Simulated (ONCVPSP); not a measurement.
# Transferability test, ONCV potential for indium

- Element: indium
- Generator: ONCVPSP 4.0.1
- Type: optimised norm-conserving Vanderbilt (ONCV)
- Functional: LDA (Perdew-Zunger)
- Relativity: scalar-relativistic
- Frozen core: [Kr] 4d10
- Valence charge: 3
- Reference configuration: 5s2 5p1
- Partial waves: 5s: rc 1.60 bohr, ncon 3, nbas 7, qcut 3.8 1/bohr, 2 projectors, debl 0.5 Ha; 5p: rc 2.10 bohr, ncon 5, nbas 10, qcut 3.5 1/bohr, 3 projectors, debl 2 Ha
- Local potential: polynomial inside 1.25 bohr (lpopt 5, dvloc0 0 Ha)
- Core correction: none

Energies are relative to the spin-unpolarised reference configuration 5s2 5p1; without spin polarisation the order of configurations can differ from experiment.

| valence configuration | charge | ΔE all-electron (eV) | error AE − PS (meV) |
| --- | --- | --- | --- |
| 5s2 5p0 | +1 | 5.594 | +13 |
| 5s1 5p0 | +2 | 25.255 | +147 |
| 5s2 5p0.5 | +0.5 | 2.045 | +2.0 |

Q: What are ΔE and the potential's error for 5s1 5p2?

A: ΔE = 5.938 eV all-electron; the error (AE − PS) is +16 meV.

Note: ghosts flagged at negative energy: s at -98.4 eV, p at -65.4 eV; GHOST(+) flagged for p at 172.0 eV, s at 378.0 eV. A true bound ghost makes a file unfit for plane-wave use.
